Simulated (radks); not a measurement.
The ytterbium ion Yb51+, 19 electrons, occupied as [Ar] 3d1.

Method: Dirac Kohn-Sham, BLYP, spin-unpolarised, spherical densities, finite nucleus; open shells fill j = l - 1/2 first; Fermi nuclear charge, rms radius 5.3108 fm; computed with a radial shooting solver on a logarithmic mesh with Libxc functionals.

Energy parts (eV):
part                      energy
total                 -315848.65
kinetic                357301.63
electron-nucleus      -709098.86
Hartree                 40650.38
exchange-correlation    -4701.80

Orbitals (lengths in bohr, moments of r in powers of bohr):
orbital  occ.  eigenvalue (eV)      <r^2>
1s1/2       2        -64609.82  0.0005299
2s1/2       2        -13722.07   0.008008
2p1/2       2        -13276.38   0.005749
2p3/2       4        -12213.41   0.006909
3s1/2       2        -5255.918    0.04679
3p1/2       2        -5083.871    0.04231
3p3/2       4        -4817.227    0.04729
3d3/2       1        -4567.410    0.03515
3d5/2       0        -4504.959    0.03647
4s1/2       0        -2738.254     0.1695
4p1/2       0        -2663.265     0.1639
4p3/2       0        -2565.196     0.1779

The highest occupied level is 3d3/2 at -4567.4 eV. The density falls to 0.001 e/bohr^3 at r = 0.63 bohr. For comparison, the ionisation energy in NIST's Atomic Spectra Database is 4630 eV (theoretical). In exact Kohn-Sham theory the highest level is minus the ionisation energy, but local and semilocal functionals leave it too shallow, through self-interaction and a potential that decays too fast; potentials with the right tail come closer.

Beside tabulated values, note that spin-unpolarised runs miss the spin-polarisation part of the exchange energy of open shells.
